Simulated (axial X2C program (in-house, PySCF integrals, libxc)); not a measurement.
## WB⁺: bond constants with and without spin–orbit coupling

All values were computed with an axial X2C code built on PySCF integrals. Spin-free means the one-electron spin-free X2C Hamiltonian; two-component (2c) means X2C with spin–orbit coupling and atomic mean-field two-electron Coulomb and Gaunt terms, so the difference of the two also holds small scalar two-electron terms. Basis: W dyall-cv3z [13s14p9d7f4g], B dyall-v3z [7s6p2d1f] (cores contracted in-house); Gaussian nuclei, density fitting, unrestricted open shells. Masses: W 183.951 u, B 11.009 u.

Input file and command:
```json
{"zs": [74, 5], "q": 1, "bas": ["dyall-cv3z", "dyall-v3z"], "levels": ["PBE0", "HF", "TPSS"], "cc": true, "r0": 2.22, "thr": -1.0, "nmax": 90, "npts": 10, "nst": 2, "ntry": 6}
```
```bash
python so2c.py task.json out
```

Keys: zs atomic numbers; q charge; bas basis sets; levels methods; cc coupled cluster on or off; r0 starting distance in Å; thr threshold in hartree for freezing inner shells (an s shell follows its p shell); nmax most natural virtual spinors; npts points on the curve; nst determinants followed; ntry starts of the search. HF also brings MP2.

State, spin-free: M_S = 3, Λ = 0 (beyond evenly filled blocks: 2 × σα, π+α, π-α, δ+α, δ-α); electrons by block: σα: 16, σβ: 14, π+α: 8, π+β: 7, π-α: 8, π-β: 7, δ+α: 4, δ+β: 3, δ-α: 4, δ-β: 3, φ+α: 1, φ+β: 1, φ-α: 1, φ-β: 1. Fragments: W+ + B.

State, 2c: Ω = 3 (⟨Sz⟩ = 2.98, ⟨Lz⟩ = 0.02 at HF); electrons by block: 1/2: 23, -1/2: 22, 3/2: 11, -3/2: 11, 5/2: 5, -5/2: 4, 7/2: 1, -7/2: 1. Fragments: W+ + B.

| Hamiltonian | level | Re (Å) | ωe (cm⁻¹) | De (eV) | D0 (eV) | k (mdyn/Å) | μ (D) |
| --- | --- | --- | --- | --- | --- | --- | --- |
| spin-free | PBE0 | 2.081 | 629.8 | 3.77 | 3.73 | 2.43 | 0.59 |
| spin-free | HF | 2.202 | 446.7 | 2.14 | 2.11 | 1.22 | 0.92 |
| spin-free | MP2 | 2.062 | 637.9 | 3.22 | 3.18 | 2.49 | n/a |
| spin-free | CCSD | 2.110 | 594.9 | 3.15 | 3.11 | 2.17 | n/a |
| spin-free | CCSD(T) | 2.105 | 609.9 | 3.29 | 3.25 | 2.28 | n/a |
| spin-free | TPSS | 2.094 | 623.3 | 3.99 | 3.95 | 2.38 | 0.69 |
| 2c | HF | 2.200 | 446.5 | n/a | n/a | 1.22 | 0.90 |
| 2c | MP2 | 2.060 | 637.2 | n/a | n/a | 2.49 | n/a |
| 2c | TPSS | 2.092 | 620.3 | n/a | n/a | 2.35 | 0.69 |

Correlated methods: 8 electrons correlated (number of frozen shells: W 5 s, 4 p, 2 d, 1 f; B 1 s), 294 virtual spin orbitals or spinors in MP2.

Dipoles are positive if B is the positive end and refer to the centre of mass.

One determinant describes the state; a PBE0 search over occupations chose it and may have missed a lower one. De is counted from the lowest determinant-based energies of the atoms at the same level, without counterpoise correction. De is not given where an atomic determinant may have missed its ground term or J level, or where the truncated virtual space spoils (T). Density functionals use the spin component along the axis (collinear). CCSD and (T) use frozen natural virtuals with an MP2 correction for the truncation; (T) itself is uncorrected, so its De runs slightly low. PBE0 can misorder states that lie within some tenths of an eV, so this need not be the ground state of the molecule. The nearest other spin-free determinant of the search, M_S = 2, Λ = 0, lies 0.55 eV up at the distance of the search. The functionals have no current-density term, which raises determinants with orbital currents, atoms included. With several unpaired electrons one determinant need not be a pure state. Open-shell Ω = 0 determinants with evenly filled partner blocks cannot be reached by this program, so the Ω shown need not be the lowest component. The T1 diagnostic is large, a sign of multireference character. With the outer-core shells frozen, correlated bond lengths of heavy atoms tend to come out a few hundredths of an ångström too long.

No reliable constants came from CCSD (2c), CCSD(T) (2c), PBE0 (2c): no minimum in range, unconverged points, a curve that is not smooth, a change of character along it, or the two Hamiltonians disagreeing along it.

Rough cost a point (2c) on 1 thread(s) of a shared host, integrals apart: HF 1.1 s, TPSS 0.9 s.

The whole task took 4.1 min on 1 thread of Arm Neoverse V1, on a shared host.
